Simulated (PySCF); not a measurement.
Species: B2H7NOSi.
Bonds: B1–O2, O2–B3, B3–N4, N4–Si5. Hydrogens: H6, H7 on B1; H8 on B3; H9 on N4; H10, H11, H12 on Si5.

Computed with PySCF at PBE0/pcSseg-1 and wB97X-D/def2-SVPD, non-relativistic, on one gas-phase PBE0-D3(BJ)/def2-SVP geometry that isn't relaxed in the solvent. The solvent is an IEF-PCM continuum (van der Waals radii × 1.2). The model holds no explicit solvent molecules, cavitation or dispersion.

Gas phase at PBE0/pcSseg-1: HOMO -7.97 eV, LUMO -0.50 eV, dipole 1.52 D.

**Question.** What does the continuum do to the energy, the frontier levels and the dipole at PBE0/pcSseg-1 in acetone and water?

**Answer.** 
```
solvent      ε  E(solvent) − E(gas) (kJ/mol)  polarisation term (kJ/mol)  distortion of the solute (kJ/mol)  HOMO (eV)  LUMO (eV)  dipole (D)
acetone  20.49                         -8.56                       -9.53                               0.97      -7.87      -0.50        1.86
  water  78.36                         -9.13                      -10.24                               1.11      -7.87      -0.50        1.88
```

Polarisation term: ½ Σ q·V over the induced surface charges. Distortion: the rise of the solute's own energy as its density leaves the gas-phase optimum. From acetone to water the lowering changes by a factor 1.07, Onsager's factor (ε − 1)/(2ε + 1) by 1.06 and ε itself by 3.8.

**Question.** Which radius a makes the point-dipole formula ΔE = −[(ε − 1)/(2ε + 1)]·μ²/a³ give the value in water, with the gas-phase dipole?

**Answer.** μ = 0.598 au and |ΔE| = 0.00348 Eh give a = 1.95 Å; the farthest nucleus lies 3.86 Å from the centroid of the nuclei, so such a sphere wouldn't even hold the nuclei. The formula assumes a rigid point dipole at the centre of a sphere.

**Question.** Which Hirshfeld charges (PBE0/pcSseg-1) respond most in acetone (means over atoms taken as equivalent)?

**Answer.** 
```csv
atoms,environment,gas (e),solvent (e),change
H9,N–H hydrogen,+0.128,+0.141,+0.013
B3,three-coordinate boron,+0.202,+0.198,-0.004
H8,B–H hydrogen,-0.060,-0.064,-0.004
Si5,SiH3 silicon,+0.370,+0.373,+0.003
N4,silicon-bound nitrogen,-0.271,-0.268,+0.003
H6/H7,B–H hydrogen,-0.068,-0.071,-0.003
```

**Question.** How do the nuclear quadrupole coupling constants eQVzz/h respond in acetone?

**Answer.** 
```
  nucleus  Q (barn)  gas (MHz)  solvent (MHz)  η gas  η solvent
11B at B1   0.04059       4.43           4.40   0.38       0.37
17O at O2   -0.0256      -5.64          -5.64   0.54       0.55
11B at B3   0.04059       3.38           3.34   0.50       0.51
14N at N4   0.02044      -2.40          -2.20   0.81       0.75
```

Gas phase at wB97X-D/def2-SVPD: HOMO -9.87 eV, LUMO 1.30 eV, dipole 1.37 D.

**Question.** What does the continuum do to the energy, the frontier levels and the dipole at wB97X-D/def2-SVPD in acetone?

**Answer.** 
```json
{"solvent": "acetone", "ε": "20.49", "E(solvent) − E(gas) (kJ/mol)": "-8.26", "polarisation term (kJ/mol)": "-9.35", "distortion of the solute (kJ/mol)": "1.09", "HOMO (eV)": "-9.76", "LUMO (eV)": "1.32", "dipole (D)": "1.72"}
```

**Question.** How does the static polarisability (wB97X-D/def2-SVPD, frozen core, with the continuum's full static response) change?

**Answer.** 
| medium | isotropic (au) | principal values (au) | ⟨r²⟩ of the electrons (bohr²) |
| --- | --- | --- | --- |
| gas | 69.1 | 58.5, 60.6, 88.2 | 841.4 |
| acetone | 87.3 | 77.3, 79.9, 104.6 | 842.0 |

The isotropic value in acetone is 1.26 times the gas-phase one; no cavity-field correction is applied. ⟨r²⟩ is taken about the centre of nuclear charge.

Hardware: one thread, Arm Neoverse V1 (aarch64), shared host. Cost: 10 s wall, 0.69 GiB resident at most. This is the whole shielding run at PBE0/pcSseg-1 in water, SCF included.

Conformer computed: `[BH2:1][O:2][BH:3][NH:4][SiH3:5]`: B1–O2–B3–N4 99°, O2–B3–N4–Si5 177°.

The pairwise dispersion term of wB97X-D wasn't added to the energies; at a given geometry it leaves orbitals and properties as they are.
